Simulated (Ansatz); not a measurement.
Cl2GeH3SSi, SMILES `Cl[SiH][S][GeH2][Cl]` radical. Charge 0, multiplicity 2. Geometry: relaxed with PBE0-D4/def2-TZVP. It is one conformer, not always the lowest.

```xyz
8

Cl   -0.675   -2.261   -1.009
Si   -1.689   -0.497   -0.701
S    -0.421    1.206   -0.751
Ge    0.978    0.633    0.877
Cl    2.695   -0.346    0.039
H    -2.658   -0.311   -1.816
H     1.469    1.928    1.527
H     0.300   -0.351    1.834
```

**Question.** What is the dipole moment at r2SCAN/def2-TZVPP? (Estimate.)

**Answer.** The calculation gave: 2.12 D, with components (-1.24, 1.01, 1.39) D in this frame, pointing from negative to positive charge.

**Question.** And with PBE, B3LYP, ωB97M-V? (An estimate is asked.)

**Answer.** Computed: PBE 1.97 D, B3LYP 2.17 D, ωB97M-V 2.25 D.

**Question.** Give the Mulliken charges with r2SCAN, PBE, ωB97M-V in def2-TZVPP. (An estimate is asked.)

**Answer.** Ansatz gave: 
```csv
atom,r2SCAN,PBE,ωB97M-V
Cl1,-0.22,-0.18,-0.18
Si2,0.37,0.27,0.25
S3,-0.32,-0.25,-0.25
Ge4,0.45,0.39,0.30
Cl5,-0.30,-0.27,-0.26
H6,-0.05,-0.02,0.01
H7,0.03,0.03,0.06
H8,0.03,0.03,0.07
```

B3LYP here is the variant with VWN-RPA as its local correlation; programs differ in this.
